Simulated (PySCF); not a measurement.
Zr(Cl)2(OH) (Cl₂HOZr), SMILES [Zr+]([Cl])([Cl])[OH], charge +1, multiplicity 1. Geometry optimised at B3LYP-D3(BJ)/def2-SVP. The multiplicity is an assumed one; other spin states were not compared. The isomer is the one that the SMILES or the coordinates give; other isomers of the formula were not compared. The def2 effective core potentials stand for the cores of Zr; spin–orbit coupling is left out. The values are those of a single conformer.

Computed equilibrium geometry at B3LYP-D3(BJ)/def2-SVP (PySCF confirms it by a frequency run) as Cartesian coordinates in Å, and its point group (one conformer of several):
point group Cs.
```xyz
5

Zr    -0.3342    -0.2962     0.0000
Cl     0.2378     0.8849    -1.8759
Cl     0.2378     0.8849     1.8759
O      0.5204    -1.9416     0.0000
H      1.1205    -2.7056     0.0000
```
Charge +1, spin multiplicity 1.
